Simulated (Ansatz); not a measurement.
`[F][In]([F])[I]` and `[F][Ga]([F])[I]` differ in one element.

Ansatz, PBE0-D4/def2-TZVP geometries, multiplicity 1. 

Elements past krypton have def2 core potentials. Scalar relativity is left out up to krypton.

```
                                      property  `[F][In]([F])[I]`
         HOMO–LUMO gap (B3LYP/def2-TZVPP) / eV               4.88
            LUMO energy (PBE0/def2-TZVPP) / eV              -3.15
       HOMO–LUMO gap (ωB97M-V/def2-TZVPP) / eV               9.51
         HOMO energy (ωB97M-V/def2-TZVPP) / eV             -10.73
           LUMO energy (B3LYP/def2-TZVPP) / eV              -3.47
zero-point energy (PBE0-D4/def2-TZVP) / kJ/mol               10.6
```

Question: What does the change do to each property? (An estimate is asked.)

Answer: The calculation gave: 
```tsv
property	`[F][Ga]([F])[I]`	shift
HOMO–LUMO gap (B3LYP/def2-TZVPP) / eV	5.71	0.83
LUMO energy (PBE0/def2-TZVPP) / eV	-2.29	0.86
HOMO–LUMO gap (ωB97M-V/def2-TZVPP) / eV	10.37	0.86
HOMO energy (ωB97M-V/def2-TZVPP) / eV	-10.74	-0.01
LUMO energy (B3LYP/def2-TZVPP) / eV	-2.64	0.83
zero-point energy (PBE0-D4/def2-TZVP) / kJ/mol	12.8	2.2
```

B3LYP here is the variant with VWN-RPA as its local correlation; programs differ in this.

Spin–orbit coupling is left out; it splits and shifts lone-pair levels of the heavy atoms by tenths of an eV.
